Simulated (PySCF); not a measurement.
A structure optimised at PBE-D3(BJ)/def2-SVP, used in a PySCF frequency run:

```xyz
8

Hf     0.1441    -0.1620    -0.0038
F      1.3365    -1.6575     0.0861
S      0.9885     1.7921     1.1829
H      1.3847     1.0144     2.2369
S     -0.2498     0.5445    -2.3079
H     -1.5215     0.8992    -1.9524
S     -2.0052    -0.6737     1.0436
H     -2.0015    -1.9353     0.5134
```

### Question
Write its SMILES and formula.

### Answer
[F][Hf]([SH])([SH])[SH], FH3HfS3

### Question
What are its rotational constants (standard atomic weights)?

### Answer
1.2737, 1.2496, 0.98503 GHz
